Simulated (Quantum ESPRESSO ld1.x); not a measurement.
Values are calculated unless marked as measured or tabulated.
Q: The mean radii <r> (bohr) of the occupied orbitals of an atom or ion are listed with their occupations. Code: ld1.x of Quantum ESPRESSO 7.5. Model: Dirac Kohn-Sham, relativistic LDA (MacDonald-Vosko exchange, VWN5 correlation), spin-unpolarised, spherical densities, point nucleus.

| orbital | occ. | <r> |
|---|---|---|
| 1s1/2 | 2 | 0.02419 |
| 2s1/2 | 2 | 0.1028 |
| 2p1/2 | 2 | 0.08617 |
| 2p3/2 | 4 | 0.09243 |
| 3s1/2 | 2 | 0.2700 |
| 3p1/2 | 2 | 0.2590 |
| 3p3/2 | 4 | 0.2708 |
| 3d3/2 | 4 | 0.2408 |
| 3d5/2 | 6 | 0.2445 |
| 4s1/2 | 2 | 0.5654 |
| 4p1/2 | 1.33333 | 0.5683 |
| 4p3/2 | 2.66667 | 0.5863 |

Name the element and its charge. Open shells, if any, are shared by 2j + 1.

A: Z = 59, praseodymium, charge +25: Pr25+ in [Ar] 3d10 4s2 4p4. The 1s radius gives Z: for a bare nucleus <r> = (2 gamma + 1)/(2Z) with gamma = sqrt(1 - (Z/c)^2), 0.02377 bohr for Z = 59, and screening makes it slightly larger (0.02419 here). The occupations add up to 34, and the charge is Z minus that.
